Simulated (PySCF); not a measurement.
**Ionisation energy along the 2-electron series**

Calculated with PySCF 2.14 and a two-component X2C-1e Hamiltonian (Gaussian nucleus, no Breit or QED terms), each ion in its own even-tempered basis scaled to its charge; GMP2 freezes nothing and drops the highest virtual spinors. Values in eV. NIST values: (m) measured, (s) semi-empirical, (t) theoretical.

```
  ion  configuration  GHF (screened spin-orbit)  GMP2 (screened spin-orbit)         NIST
Sc¹⁹⁺            1s2                     5676.9                      5678.2   5674.9 (t)
Ti²⁰⁺            1s2                     6251.6                      6252.9   6249.0 (t)
 V²¹⁺            1s2                     6854.5                      6855.8   6851.3 (t)
Cr²²⁺            1s2                     7485.7                      7487.0   7481.9 (t)
Mn²³⁺            1s2                     8145.4                      8146.6   8140.8 (t)
Fe²⁴⁺            1s2                     8833.6                      8834.9   8828.2 (t)
Co²⁵⁺            1s2                     9550.4                      9551.7   9544.2 (t)
Ni²⁶⁺            1s2                    10296.1                     10297.4  10288.9 (t)
```

Between Z = 21 and Z = 28 the GMP2 (screened spin-orbit) value grows as Z to the power 2.07.
